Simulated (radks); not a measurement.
Initial-state core-level shifts of the selenium ion Se+ when its valence configuration changes from [Ar] 3d10 4s2 4p3. Method: Dirac Kohn-Sham, BLYP, spin-unpolarised, spherical densities, finite nucleus; open shells are shared between the two j in proportion to 2j + 1; Fermi nuclear charge, rms radius 4.14 fm; computed with a radial shooting solver on a logarithmic mesh with Libxc functionals. Shifts are changes of the shell-averaged eigenvalues in eV (positive: less bound); the change of the density at the nucleus, which sets a Mossbauer isomer shift, is in e/bohr^3, on a base of 3.977e+04.

| valence | 2s | 2p | 3s | 3p | density at nucleus |
|---|---|---|---|---|---|
| 3d9.5 4s2 4p3.5 | -7.920 | -7.860 | -6.266 | -6.149 | +8.005 |
| 3d9 4s2 4p4 | -16.096 | -15.974 | -12.612 | -12.379 | +16.319 |
| 3d8 4s2 4p5 | -33.197 | -32.952 | -25.519 | -25.065 | +33.848 |
| 3d10 4s1 4p4 | -1.614 | -1.607 | -1.633 | -1.625 | -29.964 |
| 3d10 4s1.5 4p3.5 | -0.815 | -0.812 | -0.825 | -0.821 | -14.799 |
| 3d8 4s1.5 4p5.5 | -33.908 | -33.656 | -26.229 | -25.771 | +15.156 |
| 3d10 4p5 | -3.162 | -3.147 | -3.204 | -3.187 | -61.341 |
| 3d9 4s1.5 4p4.5 | -16.856 | -16.730 | -13.376 | -13.139 | -0.428 |
| 3d7 4s2 4p6 | -51.266 | -50.900 | -38.677 | -38.023 | +52.534 |
